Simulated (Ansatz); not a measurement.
# Redistribution: SiH3F + Si(SiH3)2F2 → SiH3(SiH3) + Si(SiH3)F3

Gas-phase species: SiH3F `F[SiH3]`, singlet; Si(SiH3)2F2, singlet; SiH3(SiH3) (disilane), singlet; Si(SiH3)F3, singlet. The partners trade F for SiH3; both sit on Si, so the bond types are kept.

Shapes, held fixed at every level: PBE0-D4/def2-TZVP. Programs: Ansatz 0.2.0. The zero-point and thermal change to 298 K, harmonic and unscaled (PBE0-D4/def2-TZVP), is -1.3 kJ/mol.

```tsv
level	kind	ΔH(298 K) (kJ/mol)	less CCSD(T)/CBS estimate
HF/def2-SVP	Hartree–Fock	-42.8	+3.9
SPW92/def2-TZVPP	LDA	-52.8	-6.1
PBE-D4/def2-TZVPP	GGA	-44.9	+1.8
BHLYP-D4/def2-TZVPP	global hybrid	-44.0	+2.7
PBE0-D4/def2-TZVPP	global hybrid	-47.5	-0.8
MP2/def2-SVP	perturbation theory	-48.4	-1.7
CCSD/def2-SVP	coupled cluster or CI	-48.2	-1.5
CCSD(T)/CBS estimate	coupled cluster or CI	-46.7	0.0
```

The highest level, CCSD(T)/CBS estimate, gives ΔH(298 K) = -46.7 kJ/mol; the levels span -52.8 to -42.8. The column of differences is taken from that level and isn't an error. No measured value is set beside it here. The CBS estimate extrapolates MP2 from def2-TZVPP and def2-QZVPP and adds CCSD(T) − MP2 in the triple-zeta set, cores frozen.
